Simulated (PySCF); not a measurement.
Species: CH7Ge2NO.
Bonds: O1–C2 (double), C2–N3, N3–Ge4, N3–Ge5. Hydrogens: H6 on C2; H7, H8, H9 on Ge4; H10, H11, H12 on Ge5.

All values: CAM-B3LYP/def2-SVPD (PySCF, non-relativistic), on one gas-phase PBE0-D3(BJ)/def2-SVP geometry that isn't relaxed in the solvent. The solvent is an IEF-PCM continuum (cavity from Bondi-type radii × 1.2), and excitations are vertical TDDFT with non-equilibrium linear response and a frozen core. Only the electrostatic response of the medium enters. Spin–orbit coupling is left out although an atom past zinc is present.

Gas-phase singlets (H = HOMO, L = LUMO):

```
state  E (eV)  λ (nm)      f    leading configurations
   S1   5.627     220  0.000  H-1→L+3 78%, H-1→L+6 17%
   S2   6.662     186  0.000         H→L+1 85%, H→L 8%
   S3   6.883     180  0.047    H→L+3 66%, H-1→L+1 21%
   S4   7.088     175  0.042                   H→L 86%
   S5   7.339     169  0.032    H-1→L 68%, H-1→L+1 12%
```

**Question.** Give the list for dimethylsulfoxide (ε = 46.83), n² = 2.19.

**Answer.** 
```json
{"state": "S1", "E (eV)": "5.831", "λ (nm)": "213", "f": "0.000", "leading configurations": "H-1→L+2 90%", "change by rank (eV)": "+0.204"}
{"state": "S2", "E (eV)": "6.887", "λ (nm)": "180", "f": "0.004", "leading configurations": "H→L+1 80%, H→L 13%", "change by rank (eV)": "+0.225"}
{"state": "S3", "E (eV)": "6.906", "λ (nm)": "180", "f": "0.159", "leading configurations": "H→L+2 85%", "change by rank (eV)": "+0.023"}
{"state": "S4", "E (eV)": "7.273", "λ (nm)": "170", "f": "0.071", "leading configurations": "H→L 82%, H→L+1 10%", "change by rank (eV)": "+0.185"}
{"state": "S5", "E (eV)": "7.596", "λ (nm)": "163", "f": "0.065", "leading configurations": "H-1→L 60%, H-1→L+1 17%, H-1→L+7 14%", "change by rank (eV)": "+0.257"}
```

**Question.** The ground-state energy changes by -0.241 eV from gas to dimethylsulfoxide. By how much does the total energy of gas-phase S5 change?

**Answer.** E(S5) = E(S0) + excitation energy, so it changes by -0.241 + 0.257 = +0.016 eV: it isn't lowered at all, while the ground state is. This is the vertical state, with the slow part of the continuum still set for S0.

**Question.** How do the frontier levels move from gas to dimethylsulfoxide?

**Answer.** 
| orbital | gas (eV) | solvent (eV) | change (eV) | Löwdin shares, gas | Löwdin shares, solvent |
| --- | --- | --- | --- | --- | --- |
| LUMO+2 | 1.12 | 1.21 | +0.09 | Ge5 32 %, Ge4 22 %, H11 9 %, H12 7 % | C2 34 %, O1 22 %, N3 16 %, H6 8 % |
| LUMO+1 | 0.72 | 1.04 | +0.32 | Ge4 33 %, Ge5 14 %, N3 10 %, H8 9 % | Ge4 26 %, Ge5 19 %, N3 11 %, H8 8 % |
| LUMO | 0.57 | 0.85 | +0.28 | Ge4 37 %, Ge5 21 %, H9 8 %, H7 7 % | Ge5 31 %, Ge4 26 %, H12 7 %, H11 6 % |
| HOMO | -9.14 | -9.11 | +0.03 | N3 43 %, O1 24 %, C2 8 %, Ge4 7 % | N3 43 %, O1 22 %, C2 8 %, Ge4 8 % |
| HOMO-1 | -9.21 | -9.42 | -0.21 | O1 67 %, C2 13 %, N3 7 %, H6 7 % | O1 65 %, C2 13 %, N3 8 %, H6 7 % |
| HOMO-2 | -11.04 | -10.82 | +0.22 | Ge5 32 %, H12 21 %, Ge4 10 %, H10 9 % | Ge5 24 %, Ge4 18 %, H12 15 %, H9 15 % |
| HOMO-3 | -11.26 | -11.12 | +0.14 | Ge5 37 %, H11 22 %, H10 21 %, O1 6 % | Ge5 32 %, H11 19 %, H10 18 %, Ge4 11 % |

The HOMO–LUMO gap goes from 9.72 to 9.97 eV. Rows go by rank; for HOMO-3, HOMO-2, LUMO, LUMO+1 and LUMO+2 the atom shares or the degeneracy differ between the runs, so the row needn't follow one orbital.

Shape of the structure used: `[O:1]=[CH:2][N:3]([GeH3:4])[GeH3:5]`: O1–C2–N3–Ge4 -179°.
